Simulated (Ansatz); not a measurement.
`BCO[SiH2][SiH3]` + `[AlH3]` → `BCO[SiH2][AlH2]` + SiH₄  (formal exchange of groups at the Si–Si bond)

Gas-phase electronic energies from Ansatz, PBE0-D4/def2-TZVP geometries. CBS: MP2 limit from def2 TZ/QZ plus the TZ coupled-cluster correction, frozen cores. This one scheme is used for every species. Functionals use def2-TZVPP. B3LYP here is the variant with VWN-RPA as its local correlation; programs differ in this. Each species was taken in one conformer, which may not be the lowest.

```csv
level,ΔE (kJ/mol),difference from CCSD(T)/CBS
PBE-D4,1.6,-1.8
r2SCAN-D4,3.7,0.3
PBE0-D4,2.8,-0.6
B3LYP-D4,4.1,0.7
ωB97X-V,4.8,1.4
ωB97M-V,5.5,2.1
B2PLYP,3.6,0.2
PBE,0.6,-2.8
r2SCAN,3.3,-0.1
PBE0,1.9,-1.5
B3LYP,2.6,-0.8
HF/def2-TZVPP,4.7,1.3
MP2/def2-TZVPP,4.7,1.3
SCS-MP2/def2-TZVPP,3.9,0.5
CCSD/def2-TZVPP,2.8,-0.6
CCSD(T)/def2-TZVPP,2.5,-0.9
HF/def2-QZVPP,4.9,1.5
MP2/def2-QZVPP,5.3,1.9
SCS-MP2/def2-QZVPP,4.5,1.1
HF/CBS(def2),4.9,1.5
MP2/CBS(def2),5.6,2.2
CCSD/CBS(def2),3.6,0.2
CCSD(T)/CBS,3.4,0
```

Largest T1 diagnostic among the species: 0.012.

CCSD(T)/CBS has its own doubt, a few kJ/mol and more with outer-core shells, so smaller differences from it don't rank the levels.
